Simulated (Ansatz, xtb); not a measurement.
# AlFHOSi: which of two structures lies lower

Structure X: `F[Si][O][AlH]`, a doublet. Structure Y: a doublet given by its coordinates. Both are isolated molecules in the gas phase, relaxed with B3LYP/6-31G*; the shapes shown needn't be the lowest conformers.

X (Å):

```xyz
5

Al   -1.7503    1.8635   -0.0638
F     0.0169   -1.4885    0.9183
O    -0.7652    0.4975   -0.4707
Si    0.2076   -0.8247   -0.5588
H    -3.2727    1.8013   -0.5966
```

Y (Å):

```xyz
5

Al   -1.5614    1.0107    0.6913
F    -2.0388    2.4605    0.0477
O     0.1669    0.6387    0.6344
Si    0.3382   -0.3460   -0.6797
H    -2.5323    0.2060    1.6257
```

Close contacts (Å): Al1–F2 1.66, Al1–O3 1.77, Al1–Si4 2.71, O3–Si4 1.65, Al1–H5 1.57.

Estimate which is lower in electronic energy at CCSD(T)/def2-SVP, and by roughly how much.

The CCSD(T)/def2-SVP calculation puts structure Y lower, by 9.1 kcal/mol.

Level by level:

| level | geometry | E(Y) − E(X) (kcal/mol) | departure from the last row (kcal/mol) | job, with rough time for the two |
| --- | --- | --- | --- | --- |
| GFN2-xTB | GFN2-xTB | −25.0 | −16.0 | optimisation, 0.88 s |
| HF/STO-3G | GFN2-xTB | −12.6 | −3.5 | single point, 4.1 s |
| r2SCAN-D4/def2-SVP | GFN2-xTB | −6.2 | +2.9 | single point, 19 s |
| B3LYP/6-31G* | B3LYP/6-31G* | −7.2 | +1.8 | optimisation, 4.3 min |
| HF/def2-SVP | B3LYP/6-31G* | −3.1 | +6.0 | part of the CCSD(T) run |
| MP2/def2-SVP | B3LYP/6-31G* | −8.6 | +0.5 | part of the CCSD(T) run |
| CCSD(T)/def2-SVP | B3LYP/6-31G* | −9.1 |  | single point, 41 s |

None of the levels shown reverses the order. The largest departure from CCSD(T)/def2-SVP is that of GFN2-xTB, 16.0 kcal/mol. MP2 in a larger basis moves the difference by +2.6 kcal/mol, a step that isn't added because spin contamination makes open-shell MP2 unreliable in this search.

With harmonic frequencies from B3LYP/6-31G* (ideal gas, rigid rotor, one conformer each, 298.15 K, 1 atm): on the last row, ΔE + ΔZPE = −8.1 kcal/mol. A mode under 50 cm⁻¹ makes harmonic enthalpies and free energies unreliable, so none is given.

Open shells are spin-unrestricted. The correlated steps freeze 12 core orbitals. Run with Ansatz 0.2.0, xtb 6.7.1; the last row on 1 thread of AMD EPYC (Zen 3) on a shared host.
